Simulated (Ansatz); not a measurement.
Species: C9H9NSi, SMILES `[SiH3]c1ccc2ncccc2c1` (charge 0, multiplicity 1).

### Question
Give a relaxed geometry from Ansatz (an electronic-structure program) with PBE-D3(BJ)/def2-SVP.

### Answer
the end point of this relaxation (outside a Z-matrix the atoms follow the SMILES, hydrogens last).
Z-matrix (Å, degrees):
```
C
C 1 1.4236
C 2 1.3850 1 119.21
H 3 1.1002 2 121.40 1 180.00
H 2 1.1018 3 121.33 4 0.00
C 3 1.4244 4 119.96 2 -180.00
N 6 1.3243 3 124.27 4 -180.00
C 7 1.3663 6 117.83 3 0.00
H 6 1.1060 7 116.45 8 -179.99
C 1 1.4251 2 123.25 5 0.00
C 10 1.3946 1 121.46 2 180.00
H 10 1.1028 11 120.49 1 180.00
C 8 1.4264 7 118.82 6 -180.00
C 13 1.3848 8 120.65 7 180.00
H 13 1.0998 14 122.04 11 180.00
H 14 1.1023 13 119.04 15 -0.01
Si 11 1.8875 10 120.92 12 0.01
H 17 1.5039 11 109.18 10 -0.10
H 17 1.5060 18 109.25 12 121.34
H 17 1.5060 18 109.25 19 117.48
```
